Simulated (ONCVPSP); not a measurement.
**Before and after: ONCV potential for Eu**

```json
{
 "Element": "europium",
 "Generator": "ONCVPSP 4.0.1",
 "Type": "optimised norm-conserving Vanderbilt (ONCV)",
 "Functional": "PBEsol",
 "Relativity": "fully relativistic",
 "Frozen core": "[Kr] 4d10 4f6",
 "Valence charge": "11",
 "Reference configuration": "5s2 5p6 5d1 6s1.75 (charge +0.25)",
 "Partial waves": "5s+6s: rc 2.50 bohr, ncon 5, nbas 8, qcut 4.3 1/bohr, 2 projectors; 5p: rc 2.05 bohr, ncon 4, nbas 8, qcut 5.2 1/bohr, 2 projectors, debl 1.3 Ha; 5d: rc 3.60 bohr, ncon 4, nbas 9, qcut 4.3 1/bohr, 1 projector; f scattering state at 0.12 Ha: rc 2.90 bohr, ncon 4, nbas 9, qcut 3.4 1/bohr, 3 projectors, debl 3.3 Ha",
 "Local potential": "polynomial inside 1.40 bohr (lpopt 5, dvloc0 2 Ha)",
 "Core correction": "polynomial model core, fcfact 0.55"
}
```

Open shells are filled in proportion to 2j + 1.

Change: local potential polynomial inside 1.40 bohr (lpopt 5, dvloc0 6.5 Ha).

Cutoffs: the cutoffs (Ha) at which the residual kinetic energy of the hardest occupied pseudo-wave falls to 1 and 0.1 mHa per electron; they do not see the model core or the augmentation charge, which bear on the density cutoff. Errors are all-electron minus pseudo energies relative to the spin-unpolarised reference configuration.

Task: How do hardness, ghosts and transferability respond?

Result: The potential gets neither clearly harder nor softer (9.3 Ha and 18 Ha → 9.3 Ha and 18 Ha); the errors of the 4 common tests hardly move; the range in which the s phases agree widens (upper end 2.1 → 3.1); neither file shows a bound ghost.

| quantity | base | changed |
| --- | --- | --- |
| cutoff, loose | 9.3 Ha | 9.3 Ha |
| cutoff, tight | 18 Ha | 18 Ha |
| bound ghosts | none | none |
| GHOST(+) flags under 300 eV | s at 63.6 eV | none |
| error for 5s2 5p6 5d1 6s2, meV [ΔE -1.17 eV] | -0.1 | -0.2 |
| error for 5s2 5p6 5d1 6s1, meV [ΔE 5.41 eV] | -2.3 | -2.3 |
| error for 5s2 5p6 5d1 6s0, meV [ΔE 17.29 eV] | -26 | -26 |
| error for 5s2 5p6 5d2 6s0, meV [ΔE 6.32 eV] | +4.1 | +3.8 |
| s: phases at 2.54 bohr within 0.05 rad from the reference energy up to (Ha; the scan ends near 5) | 2.1 | 3.1 |
| p3/2: phases at 2.08 bohr within 0.05 rad from the reference energy up to (Ha; the scan ends near 5) | to the end of the scan | to the end of the scan |
| p1/2: phases at 2.08 bohr within 0.05 rad from the reference energy up to (Ha; the scan ends near 5) | to the end of the scan | to the end of the scan |
| d5/2: phases at 3.66 bohr within 0.05 rad from the reference energy up to (Ha; the scan ends near 5) | 0.4 | 0.4 |
| d3/2: phases at 3.66 bohr within 0.05 rad from the reference energy up to (Ha; the scan ends near 5) | 0.4 | 0.4 |
| f7/2: phases at 2.95 bohr within 0.05 rad from the reference energy up to (Ha; the scan ends near 5) | 0.3 | 0.3 |
| f5/2: phases at 2.95 bohr within 0.05 rad from the reference energy up to (Ha; the scan ends near 5) | 0.3 | 0.3 |
| rms error of d²Exc/dni dnj with the model core, mHa | 2.19 | 2.19 |

Base: The cutoffs count occupied waves only; projector 3 of the f channel, the hardest unoccupied one, needs 50 Ha at the loose tolerance. Changed file: The cutoffs count occupied waves only; projector 3 of the f channel, the hardest unoccupied one, needs 50 Ha at the loose tolerance.
